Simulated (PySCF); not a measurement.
Species: C3H9NSi.
Bonds: C1–C2 (double), C2–C3, C3–Si4, Si4–N5. Hydrogens: H6, H7 on C1; H8 on C2; H9, H10 on C3; H11, H12 on Si4; H13, H14 on N5.

The same species was optimised twice, with GFN2-xTB and with PBE0-D3(BJ)/def2-SVP (PySCF), and the same property calculations (PySCF, gas phase) were run on both structures.

| coordinate | GFN2-xTB | PBE0-D3(BJ)/def2-SVP | change |
| --- | --- | --- | --- |
| Si4–H12 (Å) | 1.464 | 1.496 | +0.032 |
| Si4–H11 (Å) | 1.472 | 1.503 | +0.031 |
| C3–Si4 (Å) | 1.910 | 1.891 | -0.019 |
| C1–H6 (Å) | 1.078 | 1.095 | +0.017 |
| C1–H7 (Å) | 1.077 | 1.093 | +0.016 |
| C1=C2 (Å) | 1.322 | 1.336 | +0.014 |
| C2–H8 (Å) | 1.084 | 1.098 | +0.014 |
| C3–H9 (Å) | 1.089 | 1.103 | +0.014 |
| Si4–N5 (Å) | 1.723 | 1.736 | +0.013 |
| C3–H10 (Å) | 1.090 | 1.103 | +0.013 |
| C2–C3 (Å) | 1.484 | 1.492 | +0.008 |
| C3–Si4–N5 (°) | 106.1 | 108.9 | +2.8 |
| H11–Si4–H12 (°) | 110.2 | 107.9 | -2.3 |
| C3–Si4–H11 (°) | 108.5 | 107.0 | -1.5 |
| C2–C3–H9 (°) | 110.0 | 111.4 | +1.4 |
| C2–C3–Si4 (°) | 111.7 | 110.4 | -1.3 |
| C2–C3–H10 (°) | 109.7 | 110.9 | +1.2 |
| C1–C2–H8 (°) | 119.6 | 118.4 | -1.2 |
| N5–Si4–H12 (°) | 105.4 | 106.5 | +1.1 |
| C1–C2–C3–Si4 (°) | 103 | 100 | -3 |
| C2–C3–Si4–N5 (°) | 62 | 49 | -13 |

Rotational constants: A = 7824, B = 2099, C = 1911 MHz (GFN2-xTB) against A = 7227, B = 2196, C = 1945 MHz (PBE0-D3(BJ)/def2-SVP). Point groups within 0.08 Å: C1 and C1. End groups have turned between the structures, so H13, H14 are left out of the comparison.

On the GFN2-xTB structure: HOMO (eV) -7.02 [PBE0/pcSseg-1]; LUMO (eV) 0.17 [PBE0/pcSseg-1]; dipole (D) 0.99 [PBE0/pcSseg-1]; GIAO shielding of C1 (ppm) 66.8 [PBE0/pcSseg-1]; GIAO shielding of C2 (ppm) 44.5 [PBE0/pcSseg-1]; GIAO shielding of C3 (ppm) 162.1 [PBE0/pcSseg-1]; GIAO shielding of Si4 (ppm) 378.0 [PBE0/pcSseg-1]; GIAO shielding of N5 (ppm) 263.6 [PBE0/pcSseg-1].

Task: What do these properties become on the PBE0-D3(BJ)/def2-SVP structure?

Result: 
| property | level | on GFN2-xTB | on PBE0-D3(BJ)/def2-SVP | change |
| --- | --- | --- | --- | --- |
| HOMO (eV) | PBE0/pcSseg-1 | -7.02 | -6.94 | +0.08 |
| LUMO (eV) | PBE0/pcSseg-1 | 0.17 | 0.15 | -0.02 |
| dipole (D) | PBE0/pcSseg-1 | 0.99 | 1.01 | +0.02 |
| energy, GFN2-xTB geometry as zero (kcal/mol) | PBE0/pcSseg-1 | 0.0 | -1.5 | -1.5 |
| GIAO shielding of C1 (ppm) | PBE0/pcSseg-1 | 66.8 | 63.1 | -3.7 |
| GIAO shielding of C2 (ppm) | PBE0/pcSseg-1 | 44.5 | 41.5 | -3.0 |
| GIAO shielding of C3 (ppm) | PBE0/pcSseg-1 | 162.1 | 159.8 | -2.3 |
| GIAO shielding of Si4 (ppm) | PBE0/pcSseg-1 | 378.0 | 379.3 | +1.3 |
| GIAO shielding of N5 (ppm) | PBE0/pcSseg-1 | 263.6 | 260.5 | -3.1 |

The heavy atoms differ by 0.105 Å rms after alignment. Among the bonds compared Si4–H11 and Si4–H12 change most and about equally (+0.031 to +0.032 Å). Changes are differences of the printed values. Neither structure is proved a minimum here.

Shape of the structure used: `[CH2:1]=[CH:2][CH2:3][SiH2:4][NH2:5]`: C1–C2–C3–Si4 100°, C2–C3–Si4–N5 49°, H–N5–Si4–C3 158°, H–N5–Si4–C3 -66°.
